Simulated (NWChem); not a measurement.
System: GeN2H6O; SMILES [NH2][GeH]([NH2])[OH]

Input file for NWChem:

```
start job
memory heap 200 mb stack 900 mb global 1100 mb
geometry units angstroms noautosym nocenter noautoz
  Ge    -0.057490     0.010571     0.219645
  N     -0.219811     1.712766    -0.396718
  N      1.568459    -0.548722    -0.351629
  O     -1.122814    -1.221355    -0.512451
  H     -0.367775     0.071288     1.734244
  H     -1.013534     2.250758    -0.063832
  H     -0.123468     1.821011    -1.402437
  H      2.366063    -0.012452    -0.026622
  H      1.747220    -1.543215    -0.256283
  H     -1.981550    -1.266436    -0.080849
end
basis spherical
  Ge library def2-svp
  N library def2-svp
  O library def2-svp
  H library def2-svp
end
dft
  xc b3lyp
  iterations 150
end
property
  efieldgrad
end
task dft property
```

Excerpt of the output:

```
             Northwest Computational Chemistry Package (NWChem) 7.3.0
             --------------------------------------------------------

                             Geometry "geometry" -> ""
                             -------------------------

 Output coordinates in angstroms (scale by  1.889725989 to convert to a.u.)

  No.       Tag          Charge          X              Y              Z
 ---- ---------------- ---------- -------------- -------------- --------------
    1 Ge                  32.0000    -0.05749000     0.01057100     0.21964500
    2 N                    7.0000    -0.21981100     1.71276600    -0.39671800
    3 N                    7.0000     1.56845900    -0.54872200    -0.35162900
    4 O                    8.0000    -1.12281400    -1.22135500    -0.51245100
    5 H                    1.0000    -0.36777500     0.07128800     1.73424400
    6 H                    1.0000    -1.01353400     2.25075800    -0.06383200
    7 H                    1.0000    -0.12346800     1.82101100    -1.40243700
    8 H                    1.0000     2.36606300    -0.01245200    -0.02662200
    9 H                    1.0000     1.74722000    -1.54321500    -0.25628300
   10 H                    1.0000    -1.98155000    -1.26643600    -0.08084900

 Effective nuclear repulsion energy (a.u.)     319.0635484462

                              NWChem Property Module
                              ----------------------

  itol2e modified to match energy
  convergence criterion.

                                 NWChem DFT Module
                                 -----------------

 Summary of "ao basis" -> "ao basis" (spherical)
 ------------------------------------------------------------------------------
       Tag                 Description            Shells   Functions and Types
 ---------------- ------------------------------  ------  ---------------------
 Ge                         def2-svp                12       32   5s4p3d
 N                          def2-svp                 6       14   3s2p1d
 O                          def2-svp                 6       14   3s2p1d
 H                          def2-svp                 3        5   2s1p

  itol2e modified to match energy
  convergence criterion.

            General Information
            -------------------
          SCF calculation type: DFT
          Wavefunction type:  closed shell.
          No. of atoms     :    10
          No. of electrons :    60
           Alpha electrons :    30
            Beta electrons :    30
          Charge           :     0
          Spin multiplicity:     1
          Use of symmetry is: off; symmetry adaption is: off
          Maximum number of iterations: 150
          AO basis - number of functions:   104
                     number of shells:    48
          Convergence on energy requested:  1.00D-07
          Convergence on density requested:  1.00D-05
          Convergence on gradient requested:  5.00D-04

              XC Information
              --------------
                         B3LYP Method XC Potential
                     Hartree-Fock (Exact) Exchange  0.200
                        Slater Exchange Functional  0.800 local
                    Becke 1988 Exchange Functional  0.720 non-local
              Lee-Yang-Parr Correlation Functional  0.810
                  VWN I RPA Correlation Functional  0.190 local

             Grid Information
             ----------------
          Grid used for XC integration:  fine
          Radial quadrature: Mura-Knowles
          Angular quadrature: Lebedev.
          Tag              B.-S. Rad. Rad. Pts. Rad. Cut. Ang. Pts.
          ---              ---------- --------- --------- ---------
          Ge                  1.25      140           9.0       974
          N                   0.65       70          11.0       590
          O                   0.60       70          10.0       590
          H                   0.35       60          12.0       590
          Grid pruning is: on
          Number of quadrature shells:   710
          Spatial weights used:  Erf1

      Superposition of Atomic Density Guess
      -------------------------------------

 Sum of atomic energies:       -2261.21868146

      Non-variational initial energy
      ------------------------------

 Total energy =   -2262.807666
 1-e energy   =   -3783.470508
 2-e energy   =    1201.599294
 HOMO         =      -0.339955
 LUMO         =       0.050178

   convergence    iter        energy       DeltaE   RMS-Dens  Diis-err
 ---------------- ----- ----------------- --------- --------- ---------
 d= 0,ls=0.0,diis     1  -2264.9280242452 -2.58D+03  1.50D-02  8.68D-01
 d= 0,ls=0.0,diis     2  -2264.8620450780  6.60D-02  8.77D-03  1.59D+00
 d= 0,ls=0.0,diis     3  -2265.0231849690 -1.61D-01  1.46D-03  4.93D-02
 d= 0,ls=0.0,diis     4  -2265.0264398388 -3.25D-03  6.98D-04  1.04D-02
 d= 0,ls=0.0,diis     5  -2265.0273944345 -9.55D-04  1.72D-04  9.84D-04
  Resetting Diis
 d= 0,ls=0.0,diis     6  -2265.0274941726 -9.97D-05  2.54D-05  2.63D-05
 d= 0,ls=0.0,diis     7  -2265.0274954260 -1.25D-06  1.11D-05  6.72D-07
 d= 0,ls=0.0,diis     8  -2265.0274954235  2.48D-09  5.56D-06  9.00D-07

         Total DFT energy =    -2265.027495423496
      One electron energy =    -3787.084733740623
           Coulomb energy =     1306.861095345660
    Exchange-Corr. energy =     -103.867405474735
 Nuclear repulsion energy =      319.063548446202

 Numeric. integr. density =       60.000000410209

                       DFT Final Molecular Orbital Analysis
                       ------------------------------------

 Vector   28  Occ=2.000000D+00  E=-2.928392D-01
              MO Center= -9.1D-01, -7.5D-01, -2.6D-01, r^2= 2.1D+00
   Bfn.  Coefficient  Atom+Function         Bfn.  Coefficient  Atom+Function
  ----- ------------  ---------------      ----- ------------  ---------------
    66      0.474773   4 O  pz               69      0.352408   4 O  pz
    65     -0.212016   4 O  py               64      0.201462   4 O  px
    76     -0.179817   5 H  s                35      0.177023   2 N  s
    75     -0.176760   5 H  s                68     -0.157782   4 O  py
    67      0.154814   4 O  px               36     -0.107588   2 N  px

[...]

          -----------------------
          Electric field gradient
          -----------------------

 1 a.u. = 0.324123 10**(16) esu/cm**3  ( or statvolts/cm**2 ) = 0.97174 10**(22) v/m**2

 ------------------------------------------------------------
   Atom      X         Y         Z
 ------------------------------------------------------------
    1 Ge  -0.10864   0.01998   0.41507
 ------------------------------------------------------------

 Electric field gradient in molecular frame (a.u.)
         XX             YY             ZZ             XY             XZ             YZ
 ------------------------------------------------------------------------------------------
       -0.157922      -0.212487       0.370409      -0.289519      -0.334813      -0.201713

 Principal components (a.u.) and orientation
 of principal axis w.r.t. absolute frame                      Asymmetry parameter eta
 --------------------------------------------------------------------------------------
       -0.620134       0.537730       0.082405                       0.734236

        0.668116      -0.401150       0.626658
        0.651947      -0.090282      -0.752871
        0.358590       0.911552       0.201210

 ------------------------------------------------------------
   Atom      X         Y         Z
 ------------------------------------------------------------
    2 N   -0.41538   3.23666  -0.74969
 ------------------------------------------------------------

 Electric field gradient in molecular frame (a.u.)
         XX             YY             ZZ             XY             XZ             YZ
 ------------------------------------------------------------------------------------------
        0.340178      -0.029196      -0.310982       0.527622       0.450056       0.181055

 Principal components (a.u.) and orientation
 of principal axis w.r.t. absolute frame                      Asymmetry parameter eta
 --------------------------------------------------------------------------------------
        0.899852      -0.564196      -0.335655                       0.253976

        0.777032      -0.553990      -0.298857
        0.512509       0.281160       0.811346
        0.365451       0.783609      -0.502396

 ------------------------------------------------------------
   Atom      X         Y         Z
 ------------------------------------------------------------
    3 N    2.96396  -1.03693  -0.66448
 ------------------------------------------------------------

 Electric field gradient in molecular frame (a.u.)
         XX             YY             ZZ             XY             XZ             YZ
 ------------------------------------------------------------------------------------------
       -0.393638      -0.495896       0.889533      -0.067430      -0.000776      -0.221532

 Principal components (a.u.) and orientation
 of principal axis w.r.t. absolute frame                      Asymmetry parameter eta
 --------------------------------------------------------------------------------------
        0.924165      -0.557631      -0.366534                       0.206779

        0.007322       0.377088       0.926149
       -0.154473       0.915483      -0.371524
        0.987970       0.140344      -0.064953

 ------------------------------------------------------------
   Atom      X         Y         Z
 ------------------------------------------------------------
    4 O   -2.12181  -2.30803  -0.96839
 ------------------------------------------------------------

 Electric field gradient in molecular frame (a.u.)
         XX             YY             ZZ             XY             XZ             YZ
 ------------------------------------------------------------------------------------------
       -1.098664       0.521983       0.576682      -0.683604       0.590630      -0.411756

 Principal components (a.u.) and orientation
 of principal axis w.r.t. absolute frame                      Asymmetry parameter eta
 --------------------------------------------------------------------------------------
       -1.440384       1.299603       0.140780                       0.804524

        0.935150      -0.351643      -0.042925
        0.280317       0.660433       0.696599
       -0.216605      -0.663457       0.716175

 ------------------------------------------------------------
   Atom      X         Y         Z
 ------------------------------------------------------------
    5 H   -0.69499   0.13471   3.27725
 ------------------------------------------------------------

 Electric field gradient in molecular frame (a.u.)
         XX             YY             ZZ             XY             XZ             YZ
 ------------------------------------------------------------------------------------------
        0.059419       0.068422      -0.127841       0.001691       0.040512      -0.006704

 Principal components (a.u.) and orientation
 of principal axis w.r.t. absolute frame                      Asymmetry parameter eta
 --------------------------------------------------------------------------------------
       -0.136462       0.068748       0.067714                       0.007580

       -0.202697       0.300998       0.931834
        0.033695       0.953168      -0.300559
        0.978662       0.029524       0.203347

 ------------------------------------------------------------
   Atom      X         Y         Z
 ------------------------------------------------------------
    6 H   -1.91530   4.25332  -0.12062
 ------------------------------------------------------------

 Electric field gradient in molecular frame (a.u.)
         XX             YY             ZZ             XY             XZ             YZ
 ------------------------------------------------------------------------------------------
       -0.150771       0.035369       0.115402       0.263420       0.168655      -0.086827

 Principal components (a.u.) and orientation
 of principal axis w.r.t. absolute frame                      Asymmetry parameter eta
 --------------------------------------------------------------------------------------
       -0.405019       0.234028       0.170991                       0.155641

        0.775980       0.630757      -0.000041
       -0.531211       0.653480      -0.539239
       -0.340102       0.418461       0.842153

 ------------------------------------------------------------
   Atom      X         Y         Z
 ------------------------------------------------------------
    7 H   -0.23332   3.44121  -2.65022
 ------------------------------------------------------------

 Electric field gradient in molecular frame (a.u.)
         XX             YY             ZZ             XY             XZ             YZ
 ------------------------------------------------------------------------------------------
        0.202556       0.183473      -0.386029       0.022082       0.066700       0.066164

 Principal components (a.u.) and orientation
 of principal axis w.r.t. absolute frame                      Asymmetry parameter eta
 --------------------------------------------------------------------------------------
       -0.400372       0.230939       0.169433                       0.153620

       -0.105402       0.800906      -0.589440
       -0.108041       0.580010       0.807413
        0.988543       0.148786       0.025396

 ------------------------------------------------------------
   Atom      X         Y         Z
 ------------------------------------------------------------
    8 H    4.47121  -0.02353  -0.05031
 ------------------------------------------------------------

 Electric field gradient in molecular frame (a.u.)
         XX             YY             ZZ             XY             XZ             YZ
 ------------------------------------------------------------------------------------------
       -0.181060       0.010171       0.170888      -0.238979      -0.153195      -0.110959

 Principal components (a.u.) and orientation
 of principal axis w.r.t. absolute frame                      Asymmetry parameter eta
 --------------------------------------------------------------------------------------
       -0.404924       0.233494       0.171430                       0.153274

        0.784935      -0.205264      -0.584589
        0.535298      -0.250433       0.806684
        0.311983       0.946124       0.086696

 ------------------------------------------------------------
   Atom      X         Y         Z
 ------------------------------------------------------------
    9 H    3.30177  -2.91625  -0.48430
 ------------------------------------------------------------

 Electric field gradient in molecular frame (a.u.)
         XX             YY             ZZ             XY             XZ             YZ
 ------------------------------------------------------------------------------------------
        0.154224      -0.381707       0.227483       0.097421      -0.012535       0.052853

 Principal components (a.u.) and orientation
 of principal axis w.r.t. absolute frame                      Asymmetry parameter eta
 --------------------------------------------------------------------------------------
       -0.403527       0.232307       0.171220                       0.151385

       -0.173298      -0.065920       0.982661
        0.981140       0.075188       0.178073
       -0.085623       0.994988       0.051646

[...]
```

Level: B3LYP/def2-SVP. The geometry was optimised at PBE0/def2-SVP. NWChem prints the field gradient with the sign opposite to the second derivative of the potential.
